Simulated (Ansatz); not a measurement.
Abridged output of a molecular run in Ansatz:

```
Functional definition: HF
1484 factors; integrals over basis functions are off by at most 1.5e-3 eV
mean field evaluation 1: about -67073.6954 eV, gradient 4.0e1 eV
mean field evaluation 2: about -67073.7882 eV, gradient 4.0e1 eV
mean field evaluation 4: about -67077.8911 eV, gradient 3.5e0 eV
mean field evaluation 8: about -67077.9690 eV, gradient 3.2e-1 eV
mean field -67077.96937679 eV, -2465.0699075165 hartree, gradient 9.5e-6 eV, S^2 0.000000; 1 other end points of the search recorded, 0 dependent functions left out
20 core orbitals not correlated: weight in the atoms' cores, before any rotation towards them, 1.000 or more for the frozen orbitals, at most 0.000 for the correlated occupied ones
reference -67077.96937679 eV, -2465.0699075165 hartree; 15, 15 occupied and 212, 212 virtual orbitals, 1484 factors
second order -16.29043484 eV of doubles, -0.00000000 eV of singles
cycle   1  -16.72384118 eV  change   -4.3e-1 eV  update   1.2e-1
cycle   2  -17.37109861 eV  change   -6.5e-1 eV  update   3.8e-2
cycle   3  -17.48417128 eV  change   -1.1e-1 eV  update   2.0e-2
cycle   4  -17.47198032 eV  change    1.2e-2 eV  update   5.3e-3
cycle   5  -17.47282346 eV  change   -8.4e-4 eV  update   2.6e-3
cycle   6  -17.47271866 eV  change    1.0e-4 eV  update   8.7e-4
cycle   7  -17.47231221 eV  change    4.1e-4 eV  update   4.6e-4
cycle   8  -17.47233285 eV  change   -2.1e-5 eV  update   1.8e-4
cycle   9  -17.47239796 eV  change   -6.5e-5 eV  update   7.2e-5
cycle  10  -17.47238707 eV  change    1.1e-5 eV  update   3.0e-5
perturbative correction -0.65074642 eV, -0.0239144900 hartree
Total energy: -67096.09251029 eV, -2465.7359203882 hartree
```

Its atoms:

```xyz
10

N     0.2441   -1.5983    1.1099
Al    0.0361   -0.1213    0.1399
Al   -0.7174   -0.5554   -2.3197
Ga    0.4858    2.0971    1.2602
H     0.0958   -2.5302    0.7548
H     0.5183   -1.6411    2.0786
H    -1.1392    0.6220   -3.3126
H    -0.7859   -2.0313   -2.9307
H     1.8877    2.8319    1.1935
H    -0.6252    2.9266    2.0261
```

Task: Which basis set was used?
A. def2-TZVPPD
B. cc-pV(Q+d)Z
C. cc-pV(D+d)Z
D. def2-TZVPP

Result: D. It gives 247 functions.

Task: Write the keys of the input that set method, charge and spin (a neutral closed shell needs none for the last two).

Result: 
```yaml
correlation: {method: ccsd_t}
```
